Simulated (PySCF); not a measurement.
Calculated NMR parameters of N#COc1ccccc1

| Property | Result |
| --- | --- |
| Formula | C7H5NO |
| SMILES | N#COc1ccccc1 |
| Point group of the computed structure | Cs |
| Degrees of unsaturation | 6 |
| Carbon signals | 5 |
| Proton signals | 3 |

Bonds (- single, = double, # triple, : aromatic): N1#C2 1.144 Å, C2-O3 1.271 Å, O3-C4 1.390 Å, C4:C5 1.387 Å, C5:C6 1.383 Å, C6:C7 1.386 Å, C7:C8 1.384 Å, C8:C9 1.384 Å, C9:C4 1.386 Å. C5 carries H10; C6 carries H11; C7 carries H12; C8 carries H13; C9 carries H14.

One averaged value for each set of equivalent atoms, a single conformation, no solvent model, non-relativistic. σ from GIAO-PBE0/pcSseg-1; geometry from GFN2-xTB; PySCF.

Scale: TMS for ¹H (σref 31.72) and ¹³C (σref 186.93); NH3 for ¹⁵N (σref 267.73); ¹⁷O (σref 336.08) against H2O (reference shieldings calculated alike).

```tsv
carbon	δC, type	δH (multiplicity)	HMBC from (2–3 bonds)	span of the C tensor (ppm)
C2	112.3, C	–	–	325
C4	159.6, C	–	H11/H13, H10/H14	166
C5/C9	120.7, CH	7.52 (d)	H11/H13, H12, H10/H14	196
C6/C8	135.9, CH	7.78 (m)	H11/H13, H12, H10/H14	234
C7	131.3, CH	7.55 (t)	H11/H13, H10/H14	234
```

Other nuclei:
```json
{"atoms": "N1", "nucleus": "¹⁵N", "environment": "nitrile nitrogen", "δ (ppm)": "211.6", "σ (ppm)": "56.1"}
{"atoms": "O3", "nucleus": "¹⁷O", "environment": "ether oxygen", "δ (ppm)": "109.6", "σ (ppm)": "226.5"}
```

Carbon types of the structure: 2 × C, 5 × CH, which accounts for all hydrogens. δC 159.6: aromatic carbon bearing oxygen; an ipso carbon deshielded by its heteroatom. δC 135.9, 131.3, 120.7: aromatic CH. δC 112.3: nitrile carbon; this is the usual window of a C≡N carbon, which has no attached hydrogen. δH 7.78, 7.55, 7.52: hydrogen on an aromatic CH; it sits in the deshielding region of the aromatic ring current.

Shifts are as computed. Against solution values, carbons near 30 ppm lie about +3 ppm off and those near 130 ppm about +5 ppm. Of 1211 compounds with measured shifts, 218 miss one by over three times the rms of a fit or turn the order of signals round; such compounds aren't used in these exercises. Experimental scales use liquid or dissolved standards, which lie at an offset from isolated NH3 (liquid NH3: subtract about 20 ppm) and H2O (liquid H2O: subtract about 36 ppm). Unscaled 15N shifts of sp2 nitrogen come out 20 to 40 ppm too high even then. Multiplicities follow the n + 1 count of equivalent neighbours, as no J values were calculated; m marks all less simple cases, F and P coupling included.
